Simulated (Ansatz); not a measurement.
Gas-phase electronic energies from Ansatz, PBE0-D4/def2-TZVP geometries. CCSD(T)/CBS is the MP2 limit (def2-TZVPP, def2-QZVPP) plus CCSD(T) − MP2 in def2-TZVPP, frozen cores. DFT in def2-TZVPP. B3LYP here is the variant with VWN-RPA as its local correlation; programs differ in this.

Reaction (formal exchange of groups at the Si–Si bond): `[SiH3][SiH]1CBC1` + `FC(F)Cl` → `Cl[SiH]1CBC1` + `FC(F)[SiH3]`

`[SiH3][SiH]1CBC1`:

Z-matrix (Å, degrees):
```
Si
C 1 1.927
B 1 2.182 2 43.8
Si 1 2.332 2 117.7 3 90.5
C 1 1.927 2 81.4 3 -26.3
H 1 1.487 2 112.6 3 -137.3
H 2 1.085 1 125.0 3 -119.2
H 2 1.094 1 100.3 3 115.5
H 3 1.199 1 126.8 2 109.6
H 4 1.488 1 110.5 2 72.2
H 4 1.488 1 110.5 2 -167.8
H 4 1.487 1 109.6 2 -47.8
H 5 1.094 1 100.3 2 -89.2
H 5 1.085 1 125.0 2 145.5
```

`FC(F)Cl`:

Cartesian coordinates in Å:
```
F -0.479 0.810 -0.968
C 0.089 0.067 -0.016
F -0.027 0.714 1.145
Cl -0.726 -1.493 0.088
H 1.142 -0.097 -0.249
```

`Cl[SiH]1CBC1`:

Z-matrix (Å, degrees):
```
Si
C 1 1.882
B 1 2.243 2 43.6
Cl 1 2.059 2 116.7 3 139.1
C 1 1.882 2 82.5 3 22.9
H 1 1.480 2 116.6 3 -93.2
H 2 1.099 1 101.4 3 -110.2
H 2 1.085 1 126.7 3 123.9
H 3 1.196 1 140.8 2 -107.0
H 5 1.086 1 126.7 2 -146.8
H 5 1.099 1 101.4 2 87.3
```

`FC(F)[SiH3]`:

```xyz
8

F    -1.784   -0.258   -0.623
C    -0.679    0.521   -0.434
F    -1.041    1.550    0.389
Si    0.725   -0.508    0.376
H    -0.421    0.959   -1.406
H     1.074   -1.616   -0.547
H     0.231   -1.031    1.672
H     1.895    0.383    0.572
```

```
             level  ΔE (kJ/mol)  difference from CCSD(T)/CBS
            PBE-D4        -95.7                         22.6
         r2SCAN-D4       -109.2                          9.1
           PBE0-D4       -103.5                         14.8
          B3LYP-D4       -116.6                          1.7
           ωB97M-V       -122.8                         -4.5
            B2PLYP       -120.4                         -2.1
               PBE        -97.6                         20.7
            r2SCAN       -109.9                          8.4
              PBE0       -105.3                         13.0
             B3LYP       -119.5                         -1.2
     HF/def2-TZVPP       -140.2                        -21.9
    MP2/def2-TZVPP       -119.4                         -1.1
SCS-MP2/def2-QZVPP       -126.1                         -7.8
      HF/CBS(def2)       -141.2                        -22.9
     MP2/CBS(def2)       -125.1                         -6.8
    CCSD/CBS(def2)       -124.1                         -5.8
       CCSD(T)/CBS       -118.3                            0
```

Largest T1 diagnostic among the species: 0.013.

From PBE to PBE0 (25 % exact exchange), in def2-TZVPP and without D4, ΔE moves by −7.7 kJ/mol. In def2-TZVPP, CCSD(T) changes the Hartree–Fock value by +27.5 kJ/mol (the triples alone add +5.8 kJ/mol) and MP2 by +20.8 kJ/mol.
